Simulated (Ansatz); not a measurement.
System: C3H2F3, net charge 0, doublet state. It need not be the lowest isomer of its formula. SMILES: F/C=C/[C](F)F
Geometry from a B3LYP-D3(BJ)/def2-TZVP (Ansatz, a program for electronic structure) optimisation:
```xyz
8

F      2.6351     0.2689     0.1448
C      1.4143    -0.2910     0.2132
C      0.3158     0.4721    -0.1195
C     -0.9717     0.0287    -0.0932
F     -2.0194     0.7677    -0.4139
F     -1.3311    -1.1963     0.2567
H      1.4193    -1.3207     0.5339
H      0.4679     1.4985    -0.4256
```
Charge 0, spin multiplicity 2.

Atomisation energy built up term by term with Ansatz (kcal/mol; UHF references for open shells; valence terms freeze the core; atomic spin-orbit terms are left out). CBS(X,Y): correlation extrapolated as X^-3; Hartree-Fock from the larger set.

The UHF reference is spin-contaminated (<S^2> 0.19 over the pure value in the largest basis). 

| term | basis | kcal/mol |
|---|---|---|
| Hartree-Fock | cc-pVQZ | [?] |
| CCSD correlation | CBS(cc-pVTZ,cc-pVQZ) | [?] |
| (T) | CBS(cc-pVTZ,cc-pVQZ) | 19.16 |
| core correlation | cc-pwCVTZ | 3.68 |
| scalar relativity (X2C) | cc-pVTZ-DK against cc-pVTZ | -1.05 |
| sum: De |  | [?] |

Task: Complete the blanks.

Result: 
- Hartree-Fock, kcal/mol: 554.93
- CCSD correlation, kcal/mol: 214.07
- sum: De, kcal/mol: 790.8
